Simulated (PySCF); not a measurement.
La⁴⁷⁺ (lanthanum, charge +47): Hartree-Fock from Schrödinger to Dirac-Coulomb-Breit

Occupied: 1s1/2, 2s1/2, 2p1/2, 2p3/2. Hartree-Fock calculated with PySCF 2.14 in an even-tempered Gaussian basis (19 s from 8.5 bohr⁻², ratio 2.3; 15 p from 10 bohr⁻², ratio 2.3), Gaussian nucleus throughout. NR is non-relativistic, sf-X2C the spin-free one-electron X2C Hamiltonian, X2C adds the bare one-electron spin-orbit term, X2C-SNSO screens it by Boettger's factors, DC is four-component Dirac-Coulomb, and the Gaunt and Breit terms are added at first order (total energies over the DC spinors, levels after relaxing the spinors in that mean field). QED terms are absent. Levels marked empty are virtual spinors of this ion.

```tsv
Hamiltonian	E (hartree)	E − E(DC) (hartree)	CPU seconds
NR	-6013.5017	242.8726	0.59
sf-X2C	-6251.4521	4.9222	0.36
X2C	-6254.4881	1.8862	0.46
X2C-SNSO	-6254.2700	2.1043	0.47
DC	-6256.3743	0.0000	24
DC+Gaunt	-6250.3048	6.0696	41
DC+Breit	-6250.8357	5.5386	120
```

```tsv
level (eV)	NR	sf-X2C	X2C	X2C-SNSO	DC	DC+Gaunt	DC+Breit
1s1/2	-40613.7	-42461.4	-42457.4	-42457.7	-42495.0	-42394.6	-42401.2
2s1/2	-8924.1	-9440.4	-9439.5	-9439.5	-9444.3	-9433.9	-9434.6
2p1/2	-8634.6	-8812.1	-9124.9	-9112.8	-9115.4	-9097.1	-9099.0
2p3/2	-8634.6	-8812.1	-8675.2	-8679.8	-8683.2	-8670.5	-8672.4
3s1/2 (empty)	-3643.2	-3802.6	-3802.5	-3802.5	-3803.6	-3800.9	-3801.2
3p1/2 (empty)	-3546.5	-3616.9	-3697.6	-3694.5	-3695.1	-3690.5	-3691.1
3p3/2 (empty)	-3546.5	-3616.9	-3581.4	-3582.6	-3583.3	-3580.1	-3580.8
```

| interval (eV) | X2C | X2C-SNSO | DC | DC+Gaunt | DC+Breit |
| --- | --- | --- | --- | --- | --- |
| 2p3/2 − 2p1/2 | 449.7 | 433.0 | 432.1 | 426.6 | 426.6 |
| 3p3/2 − 3p1/2 | 116.2 | 111.9 | 111.9 | 110.4 | 110.4 |

Weight of the small component: 1s1/2 0.0445, 2s1/2 0.0100, 2p1/2 0.00994, 2p3/2 0.00942, 3s1/2 0.00386, 3p1/2 0.00382, 3p3/2 0.00369.

Koopmans' value for the highest occupied level at DC+Breit: 8672.4 eV, against an ionisation energy of 8669 ± 4 eV (theoretical estimate listed by NIST; NIST Atomic Spectra Database, ionization energies); the former lacks relaxation, correlation, QED and recoil.

The whole ladder took 190 s of wall time on 1 thread of Neoverse-N1 (shared host), launched as `OMP_NUM_THREADS=1 python relrun2.py TASK.json OUT` (a driver that calls PySCF for each Hamiltonian).
